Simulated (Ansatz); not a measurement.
Mulliken charges of CH3BCl2O (`COB(Cl)Cl`) from PBE/def2-TZVPP in Ansatz (PBE0-D4/def2-TZVP geometry).

| atom | x (Å) | y (Å) | z (Å) | charge (e) |
| --- | --- | --- | --- | --- |
| C1 | -0.173 | -0.644 | 0.940 | -0.104 |
| O2 | 0.000 | -0.547 | -0.462 | -0.175 |
| B3 | 0.213 | 0.574 | -1.148 | 0.254 |
| Cl4 | 0.383 | 0.456 | -2.888 | -0.130 |
| Cl5 | 0.332 | 2.161 | -0.390 | -0.152 |
| H6 | 0.452 | -1.462 | 1.297 | 0.116 |
| H7 | 0.104 | 0.282 | 1.445 | 0.079 |
| H8 | -1.219 | -0.875 | 1.148 | 0.114 |

By hand: the dipole of these point charges (1 e Å = 4.8032 D).

Σ q r = (-0.106, -0.326, 0.522) e Å, of length 0.624 e Å = 3.00 D.

How does the dipole of the full density compare? (Estimate.)

Computed: (-0.075, -0.177, 0.453) e Å, 2.36 D; the point charges give 1.27 times that, at 11° from its direction.

Point charges leave out the atoms' own dipoles, such as those of lone pairs, and Mulliken's split depends on the basis, so the two needn't agree.
